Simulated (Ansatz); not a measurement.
`CO[SiH]([SiH3])S` at its PBE0-D4/def2-TZVP geometry, where that method's forces vanish. Charge 0, multiplicity 1.

```csv
atom,x (Å),y (Å),z (Å)
C1,1.958,0.958,0.883
O2,0.590,0.795,0.576
Si3,0.038,-0.215,-0.595
Si4,-2.286,-0.010,-0.590
S5,0.617,-2.256,-0.298
H6,2.520,1.313,0.012
H7,2.400,0.018,1.226
H8,2.040,1.700,1.679
H9,0.682,0.096,-1.902
H10,-2.844,-0.753,-1.751
H11,-2.817,-0.609,0.664
H12,-2.713,1.412,-0.669
H13,-0.185,-2.449,0.763
```

Question: For each bond, give half the difference of the two atoms' forces along it (eV/Å; positive pushes the atoms apart) under PBE-D4, r2SCAN-D4, B3LYP-D4, ωB97M-V in def2-TZVPP. (Estimate.)

Answer: The calculation gave: 
| bond | length (Å) | PBE-D4 | r2SCAN-D4 | B3LYP-D4 | ωB97M-V |
| --- | --- | --- | --- | --- | --- |
| C1–O2 | 1.412 | 0.24 | 0.32 | 0.30 | 0.27 |
| C1–H6 | 1.096 | 0.08 | -0.06 | -0.08 | -0.10 |
| C1–H7 | 1.094 | 0.08 | -0.06 | -0.09 | -0.10 |
| C1–H8 | 1.091 | 0.08 | -0.07 | -0.12 | -0.11 |
| O2–Si3 | 1.641 | 0.30 | -0.02 | 0.02 | 0.04 |
| Si3–Si4 | 2.334 | -0.15 | -0.01 | 0.02 | 0.00 |
| Si3–S5 | 2.142 | 0.09 | 0.06 | 0.16 | 0.04 |
| Si3–H9 | 1.490 | 0.05 | -0.03 | -0.13 | -0.15 |
| Si4–H10 | 1.487 | 0.09 | -0.02 | -0.06 | -0.09 |
| Si4–H11 | 1.488 | 0.09 | -0.01 | -0.06 | -0.10 |
| Si4–H12 | 1.487 | 0.08 | -0.02 | -0.07 | -0.10 |
| S5–H13 | 1.344 | 0.25 | 0.01 | -0.03 | -0.08 |

B3LYP here is the variant with VWN-RPA as its local correlation; programs differ in this.

Results of the Gaussian-basis code of Ansatz.
